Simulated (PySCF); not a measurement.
**How methods differ on the ionisation energy of Se⁺**

Se⁺ [Ar] 3d10 4s2 4p3 (4S) → Se²⁺ [Ar] 3d10 4s2 4p2 (3P), as a difference of total energies. All numbers are calculated (PySCF 2.14, scalar relativity through the core potential, in aug-cc-pVDZ-PP with ECP10MDF (5s4p3d, 32 functions)). Correlated levels: valence: 3s2 3p6 3d10 frozen. The calculations carry no spin-orbit coupling.

| method | ionisation energy (eV) |
| --- | --- |
| UHF | 20.832 |
| LDA | 21.391 |
| PBE | 21.242 |
| PBEsol | 21.260 |
| CAM-B3LYP | 21.258 |
| M06-2X | 21.107 |
| wB97X-V | 21.089 |
| MP2 (valence) | 21.201 |
| SCS-MP2 (valence) | 21.075 |

Task: Estimate what PBE0 gives.

Result: 21.345 eV, closest to LDA among the rows shown.

Task: Estimate what r2SCAN gives.

Result: 21.541 eV, closest to LDA among the rows shown.

The reference lies between the lowest fine-structure levels, while these numbers refer to the centres of the terms.

Errors of the correlated levels include the incompleteness of this basis and the frozen core.

For comparison: 21.196 ± 0.01 eV (measured; NIST Atomic Spectra Database, ionization energies).
